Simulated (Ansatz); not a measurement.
Relaxation of C₃H₆Se (10 atoms, charge 0, multiplicity 1), to a largest force component of 0.02 eV/Å in at most 50 steps.

Computed with Ansatz 0.2.0, RKS BLYP/def2-mTZVP.

```xyz
10
Properties=species:S:1:pos:R:3:forces:R:3
C -0.701 0.926 0.159 -1.89 2.78 -1.34
C 0.107 -0.059 -0.584 3.83 3.12 -0.23
C 0.846 -0.963 0.271 0.54 -0.34 1.43
Se -0.582 -1.861 -0.571 -3.83 -1.58 1.07
H -1.515 1.357 -0.569 1.14 -0.36 1.15
H -1.265 0.543 1.025 0.36 -0.22 -0.20
H -0.084 1.814 0.492 -0.40 -0.67 -0.28
H 0.652 0.262 -1.532 -1.23 -0.50 0.79
H 0.763 -0.800 1.421 0.02 -0.66 -1.68
H -0.864 -3.328 -0.906 1.47 -1.56 -0.72
```

**Question.** Where does it end, and by what steps?

**Answer.** It converged. After 17 steps the energy has fallen by 4.700 eV; H10 moved furthest, 1.65 Å. Parted: C2–Se4.

```json
{"step": "0", "energy less start (eV)": "0.0000", "largest force component (eV/Å)": "3.830", "accepted": "yes"}
{"step": "1", "energy less start (eV)": "-1.3805", "largest force component (eV/Å)": "2.071", "accepted": "yes"}
{"step": "2", "energy less start (eV)": "-1.9503", "largest force component (eV/Å)": "2.005", "accepted": "yes"}
{"step": "3", "energy less start (eV)": "-2.4219", "largest force component (eV/Å)": "2.005", "accepted": "yes"}
{"step": "4", "energy less start (eV)": "-2.9834", "largest force component (eV/Å)": "1.147", "accepted": "yes"}
{"step": "5", "energy less start (eV)": "-3.4236", "largest force component (eV/Å)": "0.989", "accepted": "yes"}
{"step": "6", "energy less start (eV)": "-3.7765", "largest force component (eV/Å)": "0.596", "accepted": "yes"}
{"step": "7", "energy less start (eV)": "-4.0822", "largest force component (eV/Å)": "0.501", "accepted": "yes"}
{"step": "8", "energy less start (eV)": "-4.2950", "largest force component (eV/Å)": "0.513", "accepted": "yes"}
{"step": "9", "energy less start (eV)": "-4.4886", "largest force component (eV/Å)": "1.004", "accepted": "yes"}
{"step": "10", "energy less start (eV)": "-4.6058", "largest force component (eV/Å)": "0.530", "accepted": "yes"}
{"step": "11", "energy less start (eV)": "-4.6749", "largest force component (eV/Å)": "0.184", "accepted": "yes"}
{"step": "12", "energy less start (eV)": "-4.6857", "largest force component (eV/Å)": "0.155", "accepted": "yes"}
{"step": "13", "energy less start (eV)": "-4.6938", "largest force component (eV/Å)": "0.061", "accepted": "yes"}
{"step": "14", "energy less start (eV)": "-4.6956", "largest force component (eV/Å)": "0.164", "accepted": "yes"}
{"step": "15", "energy less start (eV)": "-4.6988", "largest force component (eV/Å)": "0.076", "accepted": "yes"}
{"step": "16", "energy less start (eV)": "-4.6994", "largest force component (eV/Å)": "0.065", "accepted": "yes"}
{"step": "17", "energy less start (eV)": "-4.6996", "largest force component (eV/Å)": "0.006", "accepted": "yes"}
```

```xyz
10
Properties=species:S:1:pos:R:3
C -0.423 1.339 0.281
C -0.313 0.078 -0.538
C -0.284 -1.158 -0.024
Se -0.322 -2.760 -1.126
H -1.339 1.896 0.029
H -0.442 1.128 1.358
H 0.421 2.016 0.079
H -0.257 0.211 -1.622
H -0.332 -1.336 1.051
H 0.648 -3.524 -0.282
```

Run time: 20 s on 2 threads of INTEL(R) XEON(R) PLATINUM 8581C CPU @ 2.30GHz (Emerald Rapids), with other jobs on the host, peak memory 0.23 GiB.
